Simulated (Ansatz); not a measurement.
C2H8FInS. Charge 0, multiplicity 1. In takes the def2 core potential. The bonds changed during the relaxation, so this is another structure than the one it started from.

Cartesian coordinates in Å:
```
C -0.0441 -0.7997 -1.9504
In -0.1529 0.2204 -0.0754
C -1.6322 0.8890 1.3119
F 1.0453 -1.4653 1.4199
S 2.0751 1.1414 0.5772
H 0.3438 -0.1244 -2.7144
H 0.6412 -1.6421 -1.8474
H -1.0205 -1.1689 -2.2634
H -1.3516 0.5502 2.3099
H -2.6189 0.4983 1.0643
H -1.6688 1.9794 1.3112
H 1.6752 -0.7341 1.3599
H 2.7085 0.6559 -0.5033
```

(1) What are the harmonic wavenumbers in cm⁻¹ at PBE0-D4/def2-TZVP (Ansatz, finite differences of forces, unscaled)? (Estimate.)

(2) Is this a minimum?

(3) Give the ideal-gas thermochemistry at 298.15 K and 1 bar (rigid rotor, harmonic oscillator; point group C1, symmetry number 1).

(4) Rotational constants (cm⁻¹)?

Results:

(1) The calculation gave: 44, 49, 76, 98, 106, 116, 127, 192, 312, 328, 494, 541, 576, 672, 713, 734, 747, 800, 880, 1196, 1199, 1447, 1451, 1452, 1453, 2713, 3064, 3065, 3157, 3157, 3165, 3166, 3184.

(2) Yes, all 33 modes are real.

(3) Zero-point energy 242.1 kJ/mol; H(298) − E = 272.7 kJ/mol; entropy 441.3 J/(mol·K), of which translation 174.8, rotation 119.5, vibration 146.9; G(298) − E = 141.2 kJ/mol. Modes under 100 cm⁻¹ are hindered rotations or soft bends, so the harmonic entropy is rough.

(4) 0.07232, 0.05254, 0.04796.
